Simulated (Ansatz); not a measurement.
Conformers of `C[SiH](N)[GeH2][NH2]`, each relaxed with PBE0-D4/def2-TZVP in Ansatz. CBS adds the triple-zeta coupled-cluster correction to the MP2 limit.

Outer-core shells of Ge are correlated without core-valence functions. Scalar relativity is left out up to krypton. Spin–orbit coupling is left out.

Not all of them had a frequency check.

Conformer A:

Cartesian coordinates in Å:
```
C -0.660 -0.250 2.184
Si -0.331 0.720 0.621
N -1.612 0.526 -0.514
Ge 1.526 -0.100 -0.642
N 0.757 -0.620 -2.257
H -0.786 -1.313 1.968
H 0.166 -0.133 2.890
H -1.570 0.108 2.676
H -0.069 2.136 1.033
H -1.366 0.547 -1.494
H -2.530 0.907 -0.351
H 2.298 -1.253 0.054
H 2.566 0.972 -1.022
H 1.437 -0.807 -2.983
H 0.172 -1.440 -2.163
```

Conformer B:

```xyz
15

C    -1.528   -1.183   -0.484
Si    0.006   -0.705    0.472
N    -0.366   -0.737    2.158
Ge    0.759    1.495   -0.093
N     1.540    1.606   -1.775
H    -2.349   -0.493   -0.276
H    -1.330   -1.173   -1.558
H    -1.855   -2.193   -0.219
H     1.097   -1.649    0.054
H     0.286   -0.346    2.819
H    -0.822   -1.546    2.553
H    -0.401    2.511   -0.114
H     1.825    1.994    0.907
H     0.868    1.499   -2.524
H     2.271    0.921   -1.920
```

Problem. Which is lowest in electronic energy at CCSD(T)/CBS (frozen core, def2 sets), and by how much? (Estimate.)

Solution. Computed: A; B lies 6.0 kJ/mol higher.

Problem. Give the energies relative to A (kJ/mol) with PBE/def2-TZVPP, r2SCAN/def2-TZVPP, B3LYP/def2-TZVPP, MP2/def2-TZVPP, SCS-MP2/def2-TZVPP, HF/CBS(def2), MP2/CBS(def2). (Estimate.)

Solution. Computed: 
```
             level    B
    PBE/def2-TZVPP  4.4
 r2SCAN/def2-TZVPP  5.2
  B3LYP/def2-TZVPP  4.0
    MP2/def2-TZVPP  6.6
SCS-MP2/def2-TZVPP  5.6
      HF/CBS(def2)  1.6
     MP2/CBS(def2)  6.7
```

B3LYP here is the variant with VWN-RPA as its local correlation; programs differ in this.
